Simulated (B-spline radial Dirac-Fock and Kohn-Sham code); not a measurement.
## Elastic and transport cross sections of sulfur for electrons

Model: relativistic (Dirac) partial waves in the static field of the Dirac-Fock atom with Furness-McCarthy exchange, without polarisation or absorption potentials. Program: a B-spline atomic structure program. σ_tr1 and σ_tr2 weight the cross section with 1 − P₁ and 1 − P₂ of cos θ; "backward" is the share scattered beyond 90°.

```
energy (eV)  σ (a₀²)  σ_tr1 (a₀²)  σ_tr2 (a₀²)  σ/σ_tr1  backward (%)
        500     7.87         1.52         1.94     5.17           7.5
        533     7.58         1.40         1.82     5.43           7.0
        669     6.60         1.02         1.44     6.46           5.6
        746     6.17        0.877         1.28     7.04           5.0
       1000     5.11        0.575        0.918     8.88           3.6
       1040     4.98        0.543        0.877     9.17           3.5
       1500     3.89        0.315        0.558     12.4           2.2
       1900     3.29        0.219        0.409     15.1           1.6
       2000     3.17        0.202        0.382     15.7           1.5
       2080     3.08        0.190        0.362     16.2           1.4
       2220        ?            ?            ?        ?             ?
       2240     2.92        0.169        0.327     17.3           1.3
       2760     2.50        0.121        0.244     20.6          0.99
```

Problem. Fill in the row for 2.22 keV.

Solution. σ = 2.94 a₀², σ_tr1 = 0.172 a₀², σ_tr2 = 0.331 a₀², σ/σ_tr1 = 17.2, backward 1.3 %. The ratio σ/σ_tr1 is roughly the number of elastic collisions that randomise the direction.

Values without a named source are computed, but for edge energies of neutral atoms, which are taken from tables.
